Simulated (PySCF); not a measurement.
## Orbital picture of PdI

M06-L at R = 2.534 Å; basis Pd def2-TZVPP with ECP28, I def2-TZVPP with ECP28; scalar-relativistic core potentials; PySCF 2.14. State: ²Σ⁺ (doublet), unpaired electrons σ ↑. Only the outer orbitals are listed, counted within each symmetry, core potentials removing the inner ones.

```json
{"spin": "α", "orbital": "7σ", "occ.": "1", "ε (eV)": "-8.43", "on Pd (%)": "57", "main shells (%)": "53 Pd d, 40 I p"}
{"spin": "α", "orbital": "4π", "occ.": "1", "ε (eV)": "-7.30", "on Pd (%)": "74", "main shells (%)": "74 Pd d, 25 I p"}
{"spin": "α", "orbital": "4π", "occ.": "1", "ε (eV)": "-7.30", "on Pd (%)": "74", "main shells (%)": "74 Pd d, 25 I p"}
{"spin": "α", "orbital": "2δ", "occ.": "1", "ε (eV)": "-6.43", "on Pd (%)": "100", "main shells (%)": "100 Pd d"}
{"spin": "α", "orbital": "2δ", "occ.": "1", "ε (eV)": "-6.43", "on Pd (%)": "100", "main shells (%)": "100 Pd d"}
{"spin": "α", "orbital": "8σ", "occ.": "1", "ε (eV)": "-6.24", "on Pd (%)": "65", "main shells (%)": "41 Pd d, 35 I p, 22 Pd s"}
{"spin": "α", "orbital": "5π", "occ.": "1", "ε (eV)": "-5.57", "on Pd (%)": "28", "main shells (%)": "72 I p, 26 Pd d"}
{"spin": "α", "orbital": "5π", "occ.": "1", "ε (eV)": "-5.57", "on Pd (%)": "28", "main shells (%)": "72 I p, 26 Pd d"}
{"spin": "α", "orbital": "9σ", "occ.": "0", "ε (eV)": "-2.82", "on Pd (%)": "87", "main shells (%)": "70 Pd s, 14 Pd p, 12 I p"}
{"spin": "α", "orbital": "6π", "occ.": "0", "ε (eV)": "-0.10", "on Pd (%)": "99", "main shells (%)": "99 Pd p"}
{"spin": "α", "orbital": "6π", "occ.": "0", "ε (eV)": "-0.10", "on Pd (%)": "99", "main shells (%)": "99 Pd p"}
{"spin": "β", "orbital": "7σ", "occ.": "1", "ε (eV)": "-7.90", "on Pd (%)": "44", "main shells (%)": "53 I p, 37 Pd d"}
{"spin": "β", "orbital": "4π", "occ.": "1", "ε (eV)": "-7.01", "on Pd (%)": "67", "main shells (%)": "67 Pd d, 32 I p"}
{"spin": "β", "orbital": "4π", "occ.": "1", "ε (eV)": "-7.01", "on Pd (%)": "67", "main shells (%)": "67 Pd d, 32 I p"}
{"spin": "β", "orbital": "2δ", "occ.": "1", "ε (eV)": "-5.94", "on Pd (%)": "100", "main shells (%)": "100 Pd d"}
{"spin": "β", "orbital": "2δ", "occ.": "1", "ε (eV)": "-5.93", "on Pd (%)": "100", "main shells (%)": "100 Pd d"}
{"spin": "β", "orbital": "5π", "occ.": "1", "ε (eV)": "-5.41", "on Pd (%)": "34", "main shells (%)": "66 I p, 32 Pd d"}
{"spin": "β", "orbital": "5π", "occ.": "1", "ε (eV)": "-5.41", "on Pd (%)": "34", "main shells (%)": "66 I p, 32 Pd d"}
{"spin": "β", "orbital": "8σ", "occ.": "0", "ε (eV)": "-5.23", "on Pd (%)": "75", "main shells (%)": "57 Pd d, 25 I p, 17 Pd s"}
{"spin": "β", "orbital": "9σ", "occ.": "0", "ε (eV)": "-2.47", "on Pd (%)": "90", "main shells (%)": "71 Pd s, 17 Pd p, 9 I p"}
{"spin": "β", "orbital": "6π", "occ.": "0", "ε (eV)": "0.17", "on Pd (%)": "100", "main shells (%)": "100 Pd p"}
```

Question: Which are the highest filled and the lowest empty level, where do they sit, and how wide is the gap?

Answer: Highest filled β 5π at -5.41 eV (in %: 66 I p, 32 Pd d); lowest empty β 8σ at -5.23 eV (in %: 57 Pd d, 25 I p, 17 Pd s); the gap at M06-L is 0.18 eV.

| Quantity | Value |
| --- | --- |
| bond order (Mayer) | 1.14 |
| ⟨S²⟩ | 0.752 |
| charge on Pd (Mulliken, basis-dependent) | 0.24 |
| charge on Pd (Löwdin, basis-dependent) | -0.09 |
| dipole moment (positive dipole means Pd(−)I(+)) | -3.77 D |

Spin–orbit coupling is left out. The state is the lowest single determinant that the PBE0 search found; with open d or f shells the true ground state can be another one.
